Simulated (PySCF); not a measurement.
# Bond curve of SeN

Set-up: basis Se x2c-TZVPPall, N x2c-TZVPPall; spin-free X2C with a Gaussian nucleus; PySCF 2.14. Energies in eV from Se + N in their ground configurations at the same level. State: ²Π (doublet), unpaired electrons π ↑.

All columns are PBE0. A positive dipole means Se(−)N(+).

| R (Å) | E (eV) | μ (D) | Mulliken charge on Se (basis-dependent) | HOMO (eV) | LUMO (eV) | Mayer bond order | ⟨S²⟩ |
| --- | --- | --- | --- | --- | --- | --- | --- |
| 1.415 | -1.881 | -2.29 | 0.40 | -5.36 | -2.84 | 2.43 | 0.76 |
| 1.480 | -2.893 | -2.28 | 0.37 | -5.64 | -3.12 | 2.43 | 0.76 |
| 1.546 | -3.439 | -2.24 | 0.32 | -5.93 | -3.40 | 2.42 | 0.76 |
| 1.596 | -3.624 | -2.19 | 0.29 | -6.13 | -3.61 | 2.41 | 0.76 |
| 1.645 | -3.667 | -2.13 | 0.25 | -6.32 | -3.82 | 2.40 | 0.77 |
| 1.694 | -3.603 | -2.05 | 0.22 | -6.50 | -4.04 | 2.36 | 0.79 |
| 1.760 | -3.409 | -1.92 | 0.18 | -6.69 | -4.30 | 2.22 | 0.91 |
| 1.842 | -3.083 | -1.73 | 0.14 | -6.86 | -4.46 | 1.98 | 1.11 |
| 1.941 | -2.650 | -1.52 | 0.11 | -6.99 | -4.54 | 1.71 | 1.32 |
| 2.073 | -2.075 | -1.26 | 0.08 | -7.08 | -4.56 | 1.42 | 1.52 |

A fit through these points gives, at Re = 1.638 Å, μ = -2.14 D and dμ/dR = 1.36 D/Å; the reduced mass is 11.92 u.

How strong is the fundamental in the double-harmonic approximation, I = 42.26·(dμ/dR)²/μred km/mol?

I = 42.26·(1.36)²/11.92 = 6.56 km/mol at PBE0.

⟨S²⟩ of the unrestricted solution departs from its pure value on part of the curve, where spin states mix. Spin–orbit coupling is left out. The state is the lowest determinant that a PBE0 search found; another state may lie lower at other levels.
